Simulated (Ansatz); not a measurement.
Consider the hydrogenolysis of the Sb–Ge bond: `[NH2][GeH]([OH])[SbH2]` + H₂ → `[SbH3]` + `[NH2][GeH2][OH]`.

Program: Ansatz. Geometries: PBE0-D4/def2-TZVP. ΔE: electronic, gas phase. CCSD(T)/CBS is the MP2 limit (def2-TZVPP, def2-QZVPP) plus CCSD(T) − MP2 in def2-TZVPP, frozen cores. This one scheme is used for every species. DFT in def2-TZVPP. B3LYP here is the variant with VWN-RPA as its local correlation; programs differ in this. HSE06 is defined as in plane-wave codes. def2 core potentials past Kr. For Ge, Sb outer-core shells are correlated without core-valence functions, which leaves a few kJ/mol of doubt a bond. Scalar relativity is left out up to krypton. One conformer a species, not always the lowest.

```csv
level,ΔE (kcal/mol),difference from CCSD(T)/CBS
PBE-D4,9.8,1.9
revPBE-D4,10.2,2.3
BLYP-D4,9.6,1.7
r2SCAN-D4,8.5,0.6
PBE0-D4,8.1,0.2
B3LYP-D4,8.0,0.1
r2SCANh-D4,8.0,0.1
r2SCAN0-D4,7.4,-0.5
HSE06-D4,8.2,0.3
BHLYP-D4,6.3,-1.6
CAM-B3LYP-D4,5.0,-2.9
ωB97X-V,5.3,-2.6
ωB97M-V,6.2,-1.7
B2PLYP,6.0,-1.9
PBE-QIDH,6.6,-1.3
PBE,7.9,0.0
revPBE,7.5,-0.4
BLYP,6.1,-1.8
PBE0,6.4,-1.5
B3LYP,5.0,-2.9
r2SCANh,7.5,-0.4
r2SCAN0,6.8,-1.1
HSE06,6.5,-1.4
BHLYP,3.0,-4.9
LC-ωPBE,3.6,-4.3
RPA@PBE/def2-TZVPP,4.9,-3.0
HF/def2-SVP,-2.3,-10.2
CCSD/def2-SVP,1.9,-6.0
CCSD(T)/def2-SVP,3.1,-4.8
HF/def2-TZVPP,-0.8,-8.7
MP2/def2-TZVPP,8.7,0.8
SCS-MP2/def2-TZVPP,6.2,-1.7
CCSD/def2-TZVPP,4.3,-3.6
CCSD(T)/def2-TZVPP,5.8,-2.1
HF/def2-QZVPP,-0.9,-8.8
MP2/def2-QZVPP,9.8,1.9
SCS-MP2/def2-QZVPP,7.2,-0.7
HF/CBS(def2),-0.9,-8.8
MP2/CBS(def2),10.7,2.8
CCSD/CBS(def2),6.3,-1.6
CCSD(T)/CBS,7.9,0
```

Largest T1 diagnostic among the species: 0.014.

The D4 term adds +3.0 kcal/mol with B3LYP and +1.7 kcal/mol with PBE0; it sums over pairs of atoms, weighted by their polarisabilities, and B3LYP, whose exchange is more repulsive, gets the larger term. In def2-TZVPP, CCSD(T) changes the Hartree–Fock value by +6.6 kcal/mol (the triples alone add +1.6 kcal/mol) and MP2 by +9.5 kcal/mol. From PBE to PBE0 (25 % exact exchange), in def2-TZVPP and without D4, ΔE moves by −1.6 kcal/mol.

CCSD(T)/CBS has its own doubt, a few kJ/mol and more with outer-core shells, so smaller differences from it don't rank the levels.
